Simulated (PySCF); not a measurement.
PySCF 2.14 output of an unrestricted LDA calculation on a single atom or ion in aug-cc-pV5Z, with no relativity, point nucleus:

```
SCF conv_tol = 1e-09
number electrons alpha = 5  beta = 3
    P. A. M. Dirac.,  Math. Proc. Cambridge Philos. Soc. 26, 376 (1930)
    F. Bloch.,  Z. Phys. 57, 545 (1929)
    S. H. Vosko, L. Wilk, and M. Nusair.,  Can. J. Phys. 58, 1200 (1980)
cycle= 1 E= -74.0058789169673  delta_E= -0.0139  |g|= 0.0249  |ddm|= 0.36
cycle= 2 E= -74.0060591358625  delta_E= -0.00018  |g|= 0.00996  |ddm|= 0.0473
cycle= 3 E= -74.0060725169508  delta_E= -1.34e-05  |g|= 0.00848  |ddm|= 0.0243
cycle= 4 E= -74.0060970471518  delta_E= -2.45e-05  |g|= 0.000394  |ddm|= 0.0111
cycle= 5 E= -74.0060971594143  delta_E= -1.12e-07  |g|= 4.21e-05  |ddm|= 0.00101
cycle= 6 E= -74.0060971600949  delta_E= -6.81e-10  |g|= 2.41e-06  |ddm|= 5.39e-05
converged SCF energy = -74.0060971600949  <S^2> = 2.0094342  2S+1 = 3.0062829
```

The run itself started from symmetry-adapted Hartree-Fock orbitals and held the occupation by maximum overlap, on a logarithmic radial grid, so the iterations belong to that start.

**Question.** Which element, charge and spin multiplicity is this?

**Answer.** O (oxygen, neutral), multiplicity 3; the state was [He] 2s1 2p5, high-spin 3P determinant (an excited configuration).
